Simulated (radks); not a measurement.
Task: Calculated with a radial shooting solver on a logarithmic mesh with Libxc functionals: non-relativistic Kohn-Sham, exchange-only LDA, spin-unpolarised, spherical densities, point nucleus. Response by self-consistent Sternheimer equations with the Hartree and adiabatic exchange-only LDA kernel. For heavy and open-shell atoms this level of theory can miss by tens of per cent. Estimate the static dipole polarisabilities of Zr ([Kr] 4d2 5s2) and Sn ([Kr] 4d10 5s2 5p2) and the C6 coefficients of the three pairs.

Result: alpha = 128.0 and 74.01 bohr^3; C6 = 1818 (Zr-Zr), 1220 (Zr-Sn), 840.2 (Sn-Sn) hartree bohr^6.
